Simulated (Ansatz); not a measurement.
Basis sets compared for Ga(py)F3 (C₅H₅F₃GaN). Charge 0, multiplicity 1. Geometry r2SCAN-D4/def2-SVP. Ansatz on 4 threads of Arm Neoverse V2 on a shared host; times are rough, and most runs start from earlier orbitals.

```xyz
15

Ga    0.459   -0.691   -2.431
N     0.100   -0.150   -0.515
C     1.054    0.486    0.187
C     0.832    0.893    1.499
C    -0.406    0.620    2.088
C    -1.379   -0.063    1.353
C    -1.087   -0.441    0.046
H     2.001    0.642   -0.339
H     1.622    1.412    2.047
H    -0.608    0.930    3.117
H    -2.352   -0.306    1.784
H    -1.786   -0.997   -0.588
F     2.212   -0.840   -2.327
F    -0.105    0.634   -3.434
F    -0.556   -2.129   -2.488
```

Binding counts from free atoms (Ga doublet, N quartet, C triplet, H doublet, F doublet) in the same basis, without a counterpoise term.

```json
{"level": "PBE-D4/def2-SVP", "functions": "183", "energy (Eh)": "-2471.3126", "HOMO (eV)": "-7.51", "LUMO (eV)": "-3.35", "binding per atom (eV)": "4.92", "wall time": "2.7 s"}
{"level": "PBE0-D4/def2-SVP", "functions": "183", "energy (Eh)": "-2471.3704", "HOMO (eV)": "-9.07", "LUMO (eV)": "-2.51", "binding per atom (eV)": "4.78", "wall time": "3.9 s"}
```

**Question.** Estimate the rows for PBE-D4/def2-TZVP, PBE0-D4/def2-TZVP.

**Answer.** 
```
            level  functions  energy (Eh)  HOMO (eV)  LUMO (eV)  binding per atom (eV)  wall time
 PBE-D4/def2-TZVP        357   -2472.2019      -7.94      -3.43                   4.84        6 s
PBE0-D4/def2-TZVP        357   -2472.2542      -9.03      -2.55                   4.71       11 s
```
